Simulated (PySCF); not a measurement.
SMILES C=Cc1cccc(C#N)c1 (C₉H₇N), GFN2-xTB optimised geometry.

```
17

C     -1.73    -2.49     0.00
C     -2.19    -1.25     0.00
C     -1.40    -0.03     0.00
C     -2.06     1.21     0.00
C     -1.36     2.40     0.00
C      0.02     2.40     0.00
C      0.70     1.18     0.00
C      2.11     1.15     0.00
N      3.26     1.14     0.00
C      0.00    -0.03     0.00
H     -0.68    -2.73     0.00
H     -2.39    -3.34     0.00
H     -3.26    -1.09     0.00
H     -3.14     1.22     0.00
H     -1.89     3.34     0.00
H      0.58     3.32     0.00
H      0.55    -0.95     0.00
```

Density from PySCF with PBE0/def2-SVP at that geometry.

Minimum of the electron density along straight lines between bonded atoms, close to the bond critical point (lines longer than 1.1 times the sum of covalent radii, or with two minima, are not listed):

```json
[
 {"bond": "C1–C2", "length / Å": "1.327", "ρ at the minimum / e bohr⁻³": "0.342", "∇²ρ there / e bohr⁻⁵": "-0.92", "position (fraction from the first atom)": "0.50"},
 {"bond": "C2–C3", "length / Å": "1.459", "ρ at the minimum / e bohr⁻³": "0.274", "∇²ρ there / e bohr⁻⁵": "-0.67", "position (fraction from the first atom)": "0.50"},
 {"bond": "C3–C4", "length / Å": "1.398", "ρ at the minimum / e bohr⁻³": "0.306", "∇²ρ there / e bohr⁻⁵": "-0.77", "position (fraction from the first atom)": "0.50"},
 {"bond": "C4–C5", "length / Å": "1.383", "ρ at the minimum / e bohr⁻³": "0.313", "∇²ρ there / e bohr⁻⁵": "-0.81", "position (fraction from the first atom)": "0.50"},
 {"bond": "C5–C6", "length / Å": "1.382", "ρ at the minimum / e bohr⁻³": "0.314", "∇²ρ there / e bohr⁻⁵": "-0.81", "position (fraction from the first atom)": "0.50"},
 {"bond": "C6–C7", "length / Å": "1.396", "ρ at the minimum / e bohr⁻³": "0.305", "∇²ρ there / e bohr⁻⁵": "-0.77", "position (fraction from the first atom)": "0.49"},
 {"bond": "C7–C8", "length / Å": "1.415", "ρ at the minimum / e bohr⁻³": "0.287", "∇²ρ there / e bohr⁻⁵": "-0.76", "position (fraction from the first atom)": "0.47"},
 {"bond": "C8–N9", "length / Å": "1.146", "ρ at the minimum / e bohr⁻³": "0.476", "∇²ρ there / e bohr⁻⁵": "0.45", "position (fraction from the first atom)": "0.34"},
 {"bond": "C3–C10", "length / Å": "1.393", "ρ at the minimum / e bohr⁻³": "0.308", "∇²ρ there / e bohr⁻⁵": "-0.78", "position (fraction from the first atom)": "0.50"},
 {"bond": "C7–C10", "length / Å": "1.392", "ρ at the minimum / e bohr⁻³": "0.307", "∇²ρ there / e bohr⁻⁵": "-0.77", "position (fraction from the first atom)": "0.51"},
 {"bond": "C1–H11", "length / Å": "1.076", "ρ at the minimum / e bohr⁻³": "0.284", "∇²ρ there / e bohr⁻⁵": "-1.09", "position (fraction from the first atom)": "0.63"},
 {"bond": "C1–H12", "length / Å": "1.076", "ρ at the minimum / e bohr⁻³": "0.284", "∇²ρ there / e bohr⁻⁵": "-1.09", "position (fraction from the first atom)": "0.64"},
 {"bond": "C2–H13", "length / Å": "1.083", "ρ at the minimum / e bohr⁻³": "0.282", "∇²ρ there / e bohr⁻⁵": "-1.07", "position (fraction from the first atom)": "0.63"},
 {"bond": "C4–H14", "length / Å": "1.081", "ρ at the minimum / e bohr⁻³": "0.284", "∇²ρ there / e bohr⁻⁵": "-1.09", "position (fraction from the first atom)": "0.63"},
 {"bond": "C5–H15", "length / Å": "1.080", "ρ at the minimum / e bohr⁻³": "0.284", "∇²ρ there / e bohr⁻⁵": "-1.09", "position (fraction from the first atom)": "0.63"},
 {"bond": "C6–H16", "length / Å": "1.080", "ρ at the minimum / e bohr⁻³": "0.285", "∇²ρ there / e bohr⁻⁵": "-1.11", "position (fraction from the first atom)": "0.64"},
 {"bond": "C10–H17", "length / Å": "1.079", "ρ at the minimum / e bohr⁻³": "0.286", "∇²ρ there / e bohr⁻⁵": "-1.11", "position (fraction from the first atom)": "0.64"}
]
```
